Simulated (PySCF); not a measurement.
Mean polarisability (bohr³) of eight silicon and germanium compounds: PBE beside HF, computed with PySCF for isolated molecules in the bases named; differences from unrounded values. The eight are the first of their class met in an unordered collection, after screening for sound electronic states; none was chosen by its value. Each molecule has one DFT geometry for both levels.

| molecule | basis | HF | PBE | difference |
|---|---|---|---|---|
| C₂H₉NOSi, SMILES CN(C)[SiH2]O | def2-TZVP | 57.2 | 65.7 | 8.5 |
| CH4BrFO2Si, SMILES O([Si](F)(O)Br)C | def2-TZVP | 53.9 | 61.9 | 8.1 |
| C₂H₈N₂OSi, SMILES C/C=N\[Si@H](N)O | def2-TZVP | 62.1 | 71.9 | 9.8 |
| Si(H)(F)(vinyl)2 (C4H7FSi), SMILES C=C[SiH](F)C=C | def2-TZVP | 69.8 | 74.6 | 4.9 |
| F3GeH3OSi, SMILES [F][Ge]([F])([O][SiH3])[F] | def2-TZVP | 45.1 | 54.5 | 9.4 |
| Si(F)2(SiH3)2 (F2H6Si3), SMILES F[Si](F)([SiH3])[SiH3] | def2-TZVP | 75.3 | 87.4 | 12.1 |
| C₃H₈FNSi, SMILES CC/N=C/[SiH2]F | def2-TZVP | 65.9 | 74.3 | 8.5 |
| Ge(H)2(Br)(OH) (BrGeH3O), SMILES [OH][GeH2][Br] | def2-TZVPD | 53.0 | 60.5 | 7.4 |

PBE lies below HF in 0 and above it in 8 of the eight; the mean signed difference is 8.6 and the largest 12.1 bohr³.
